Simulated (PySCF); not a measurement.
A GIAO shielding run with PySCF 2.14.0 with density-fitted response routines (density fitting, non-relativistic, gas phase) on `C[Si@H](CC)[Si]([SiH3])([SiH3])[SiH3]`, C₃H₁₈Si₅:

```
{"job": {"kind": "nmr", "xc": "wB97X-D", "basis": "pcSseg-1", "pop": false}, "charge": 0, "multiplicity": 1}
C      2.248272     1.361536    -0.890323
C      1.964292     0.225732    -1.867422
Si     0.957700    -1.201681    -1.139447
C      1.863001    -2.045464     0.281948
Si    -1.111668    -0.397240    -0.366296
Si    -2.620970    -2.178664    -0.193110
Si    -0.929622     0.565886     1.761292
Si    -1.967078     1.189830    -1.858780
H      2.798410     1.011016    -0.002369
H      1.316016     1.826154    -0.530909
H      2.851570     2.158072    -1.353560
H      2.906298    -0.199678    -2.257816
H      1.418731     0.603271    -2.750219
H      0.682386    -2.204343    -2.220938
H      1.261122    -2.868875     0.696231
H      2.067581    -1.335837     1.098692
H      2.823739    -2.461961    -0.060743
H     -3.933423    -1.721613     0.361373
H     -2.855000    -2.794441    -1.536394
H     -2.062843    -3.227458     0.718520
H     -0.048135     1.774974     1.739880
H     -0.348845    -0.421424     2.725199
H     -2.280685     0.973784     2.258755
H     -2.156329     0.577044    -3.211049
H     -1.014377     2.337295    -1.991425
H     -3.283472     1.721136    -1.386473
```

Hardware: 1 thread of an x86-64 server CPU, shared host.

(1) How large is the calculation?

(2) How long does it take?

(3) And these other runs on the same molecule and hardware: GIAO shielding at PBE0/pcSseg-1?

Answers

(1) 106 electrons, 261 basis functions and 1474 auxiliary functions.

(2) 68 s of wall time, with 12 SCF cycles and 6 response iterations. Times on a shared host scatter by some tens of per cent.

(3) PBE0/pcSseg-1: 261 functions, 59 s.
